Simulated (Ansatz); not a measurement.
Species: H₂GeOCl, charge 0, doublet. H2GeOCl (SMILES [OH][GeH][Cl], doublet).
B3LYP-D3(BJ)/def2-TZVP minimum from Ansatz (a program for electronic structure):
```xyz
5

Ge    -0.0937    -0.5980    -0.0638
O      1.6924    -0.6423    -0.0098
Cl    -0.7134     1.5037     0.0835
H     -0.5245    -1.3279     1.2488
H      2.1123     0.0398    -0.5470
```
Charge 0, spin multiplicity 2.

Total energies in def2-SVP, 19 correlated electrons, 20 frozen orbitals. Radicals and triplets start from unrestricted determinants; spin-orbit coupling is neglected. Cores are frozen in correlated methods (noble-gas shells, and filled d and f shells in the p block). No relativity.

```csv
method,program,energy (Eh),minus CCSDT(Q) (mEh)
HF,Ansatz,-2610.45753,439.34
MP2,Ansatz,-2610.85773,39.14
CCSD,Ansatz,-2610.88481,12.06
CCSD(T),Ansatz,-2610.89478,2.09
CCSDT(Q),Ansatz,-2610.89687,0.00
```

Rough core times of Ansatz's runs on a shared machine: CCSD(T) under 20 s, CCSDT(Q) 10 min.
